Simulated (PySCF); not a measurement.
SMILES C[Si]Cl (CH3ClSi), PBE0/def2-SVP optimised geometry.

```
6

Si    -1.00    -0.53     0.00
Cl    -1.30     1.56     0.00
C      0.89    -0.53     0.00
H      1.30    -1.56    -0.01
H      1.28     0.00     0.89
H      1.28     0.02    -0.88
```

Density from PySCF with PBE0/def2-TZVP at that geometry.

Minimum of the electron density along straight lines between bonded atoms, close to the bond critical point (lines longer than 1.1 times the sum of covalent radii, or with two minima, are not listed):

```tsv
bond	length / Å	ρ at the minimum / e bohr⁻³	∇²ρ there / e bohr⁻⁵	position (fraction from the first atom)
Si1–Cl2	2.108	0.090	0.17	0.37
Si1–C3	1.898	0.119	0.15	0.39
C3–H4	1.101	0.267	-0.87	0.64
C3–H5	1.105	0.262	-0.84	0.64
C3–H6	1.104	0.262	-0.85	0.64
```
